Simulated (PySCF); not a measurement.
copper atom (Cu), doublet; PySCF with REVPBE/6-31G*.

The PySCF input:
```python
from pyscf import gto, scf, dft

mol = gto.M(
    atom='''
Cu    0.000000    0.000000    0.000000
''',
    basis='6-31g*',
    charge=0,
    spin=1,
    verbose=4,
)

mf = dft.UKS(mol)
mf.xc = 'revpbe'
mf.kernel()
```

Problem. Predict the main parts of the log of this PySCF run.

Solution. 
```
PySCF version 2.14.0

[INPUT] verbose = 4
[INPUT] num. atoms = 1
[INPUT] num. electrons = 29
[INPUT] charge = 0
[INPUT] spin (= nelec alpha-beta = 2S) = 1
[INPUT] symmetry False subgroup None
[INPUT] Mole.unit = angstrom
[INPUT] Symbol           X                Y                Z      unit          X                Y                Z       unit  Magmom
[...]
nuclear repulsion = 0
number of shells = 12
number of NR pGTOs = 97
number of NR cGTOs = 34
basis = 6-31g*
ecp = {}

******** <class 'pyscf.dft.uks.UKS'> ********
method = UKS
initial guess = minao
damping factor = 0
level_shift factor = 0
DIIS = <class 'pyscf.scf.diis.CDIIS'>
diis_start_cycle = 1
diis_space = 8
diis_damp = 0
SCF conv_tol = 1e-09
SCF conv_tol_grad = None
SCF max_cycles = 50
direct_scf = True
direct_scf_tol = 1e-13
number electrons alpha = 15  beta = 14
XC library pyscf.dft.libxc version 7.1.2
    S. Lehtola, C. Steigemann, M. J. T. Oliveira, and M. A. L. Marques,  SoftwareX 7, 1–5 (2018)
XC functionals = revpbe
    Y. Zhang and W. Yang,  Phys. Rev. Lett. 80, 890 (1998)
    J. P. Perdew, K. Burke, and M. Ernzerhof,  Phys. Rev. Lett. 77, 3865 (1996)
    J. P. Perdew, K. Burke, and M. Ernzerhof,  Phys. Rev. Lett. 78, 1396 (1997)
radial grids:
    Treutler-Ahlrichs [JCP 102, 346 (1995); DOI:10.1063/1.469408] (M4) radial grids

becke partition: Becke, JCP 88, 2547 (1988); DOI:10.1063/1.454033
pruning grids: <function nwchem_prune>
grids dens level: 3
symmetrized grids: False
atomic radii adjust function: <function treutler_atomic_radii_adjust>
small_rho_cutoff = 0
Set gradient conv threshold to 3.16228e-05
tot grids = 20640
init E= -1639.60362850279

cycle= 1 E= -1625.79412484833  delta_E= 13.8  |g|= 3.72  |ddm|= 2.79
cycle= 2 E= -1632.40131424198  delta_E= -6.61  |g|= 4.37  |ddm|= 4.17
cycle= 3 E= -1638.17752007126  delta_E= -5.78  |g|= 2.74  |ddm|= 1.42
cycle= 4 E= -1638.65598494436  delta_E= -0.478  |g|= 2.44  |ddm|= 1.61
cycle= 5 E= -1638.7836589837  delta_E= -0.128  |g|= 2.33  |ddm|= 0.045

cycle= 6 E= -1639.95701597831  delta_E= -1.17  |g|= 0.398  |ddm|= 1.22
cycle= 7 E= -1639.97213770643  delta_E= -0.0151  |g|= 0.31  |ddm|= 1.05

cycle= 8 E= -1639.97880789282  delta_E= -0.00667  |g|= 0.259  |ddm|= 0.159
cycle= 9 E= -1639.97917812629  delta_E= -0.00037  |g|= 0.249  |ddm|= 0.749

cycle= 10 E= -1639.88652070009  delta_E= 0.0927  |g|= 0.586  |ddm|= 0.993
cycle= 11 E= -1639.98408454335  delta_E= -0.0976  |g|= 0.219  |ddm|= 0.976
[...]
cycle= 20 E= -1639.97423009329  delta_E= 0.000308  |g|= 0.309  |ddm|= 0.0513

cycle= 21 E= -1639.96315588451  delta_E= 0.0111  |g|= 0.378  |ddm|= 0.284
cycle= 22 E= -1639.84297419705  delta_E= 0.12  |g|= 0.718  |ddm|= 1.02
cycle= 23 E= -1639.84445454926  delta_E= -0.00148  |g|= 0.713  |ddm|= 0.00348
cycle= 24 E= -1639.8417839091  delta_E= 0.00267  |g|= 0.722  |ddm|= 0.00748
cycle= 25 E= -1639.97425399522  delta_E= -0.132  |g|= 0.315  |ddm|= 1.01
cycle= 26 E= -1639.98401205131  delta_E= -0.00976  |g|= 0.234  |ddm|= 0.188
cycle= 27 E= -1639.98724713835  delta_E= -0.00324  |g|=  0.2  |ddm|= 0.217
cycle= 28 E= -1639.98823446104  delta_E= -0.000987  |g|= 0.186  |ddm|= 0.899
cycle= 29 E= -1639.87273619357  delta_E= 0.115  |g|= 0.617  |ddm|= 0.979
cycle= 30 E= -1639.99421238435  delta_E= -0.121  |g|= 0.132  |ddm|= 0.937
cycle= 31 E= -1639.85387934562  delta_E= 0.14  |g|= 0.685  |ddm|= 0.94
cycle= 32 E= -1639.85793639529  delta_E= -0.00406  |g|= 0.669  |ddm|= 0.0165
cycle= 33 E= -1639.84269958839  delta_E= 0.0152  |g|= 0.722  |ddm|= 0.0447
cycle= 34 E= -1639.85604197139  delta_E= -0.0133  |g|= 0.677  |ddm|= 0.0331

cycle= 35 E= -1639.99936170427  delta_E= -0.143  |g|= 0.0843  |ddm|= 0.903
cycle= 36 E= -1639.98694195127  delta_E= 0.0124  |g|= 0.204  |ddm|= 1.02
cycle= 37 E= -1639.98729041734  delta_E= -0.000348  |g|= 0.199  |ddm|= 0.101
cycle= 38 E= -1639.98705000724  delta_E= 0.00024  |g|= 0.194  |ddm|= 0.198
cycle= 39 E= -1639.98333628894  delta_E= 0.00371  |g|= 0.236  |ddm|= 0.16
cycle= 40 E= -1639.98747309971  delta_E= -0.00414  |g|= 0.193  |ddm|= 0.602
cycle= 41 E= -1639.98890813142  delta_E= -0.00144  |g|= 0.176  |ddm|= 0.74
cycle= 42 E= -1639.87429790196  delta_E= 0.115  |g|= 0.62  |ddm|= 0.959
cycle= 43 E= -1639.88317472589  delta_E= -0.00888  |g|= 0.598  |ddm|= 0.0552
cycle= 44 E= -1639.86323149076  delta_E= 0.0199  |g|= 0.651  |ddm|= 0.151
cycle= 45 E= -1639.86104036646  delta_E= 0.00219  |g|= 0.658  |ddm|= 0.0449
cycle= 46 E= -1639.86532849043  delta_E= -0.00429  |g|= 0.642  |ddm|= 0.0222

cycle= 47 E= -1639.90682877438  delta_E= -0.0415  |g|= 0.525  |ddm|= 0.239
cycle= 48 E= -1639.98516383114  delta_E= -0.0783  |g|= 0.214  |ddm|= 0.997
cycle= 49 E= -1639.87823119338  delta_E= 0.107  |g|= 0.592  |ddm|= 0.993
cycle= 50 E= -1639.97468081349  delta_E= -0.0964  |g|= 0.295  |ddm|= 0.992
SCF not converged.
SCF energy = -1639.97468081349 after 50 cycles  <S^2> = 0.75066126  2S+1 = 2.0006611
```

Convergence was not reached.
